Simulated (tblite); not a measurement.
Compound: C₄H₆NSi (doublet state).
SMILES with atom numbers: `[H]/[N:6]=[C:5]/[CH2:4][SiH2:3][C:2]#[CH:1]` (hydrogens: H7 on C1; H8, H9 on Si3; H10, H11 on C4; H12 on N6)

Structure optimised with GFN2-xTB, isolated species. This method treats the open shell by occupation alone, without spin polarisation.

Question: Give the optimised bond lengths and angles.

Answer: 
```csv
bond,length (bohr),order
C1≡C2,2.274,triple
C2–Si3,3.490,single
Si3–C4,3.678,single
C4–C5,2.738,single
C5=N6,2.341,double
C1–H7,1.989,single
Si3–H8,2.777,single
Si3–H9,2.759,single
"C4–H10, C4–H11",2.064,single
N6–H12,1.915,single
```

Bonds in one row agree within 0.02 bohr and their mean is given. Orders are formal, as drawn. A selection of angles:
```csv
angle,degrees
C2–C1–H7,179.5
C1–C2–Si3,178.4
C2–Si3–C4,106.8
C2–Si3–H8,108.8
C2–Si3–H9,110.7
C4–Si3–H8,108.3
C4–Si3–H9,109.1
H8–Si3–H9,112.9
Si3–C4–C5,115.0
Si3–C4–H10,109.7
C5–C4–H10,107.6
H10–C4–H11,106.2
C4–C5–N6,130.0
C5–N6–H12,120.1
```

Dihedral angles: C2–Si3–C4–C5 -100° (anticlinal); Si3–C4–C5–N6 -2° (synperiplanar); H12–N6–C5–C4 180° (antiperiplanar). The mirror-image conformer, all signs reversed, is as good.

The C–Si distances run from 1.847 Å (C2–Si3, drawn single) to 1.946 Å (Si3–C4, drawn single), a spread of 0.099 Å. Si3 (silicon bonded to 2 C and 2 H) is tetrahedral (angles from 106.8° to 112.9°). Of the pairs four or more bonds apart, N6···H9 is among the closest relative to their van der Waals radii: 2.80 Å, 102 % of the sum of Bondi's values. The C–C distances run from 1.203 Å (C1≡C2, drawn triple) to 1.449 Å (C4–C5, drawn single), a spread of 0.246 Å.

Point group: C1 (no symmetry element, even within 0.4 Å). Its lowest GFN2-xTB frequency is 19i cm⁻¹, too small to tell a flat minimum from a shallow saddle. 3 starts were optimised and ended at 0.00, 0.01 and 5.73 kcal/mol (GFN2-xTB); the lowest of these is shown.

All values are computed, not measured.
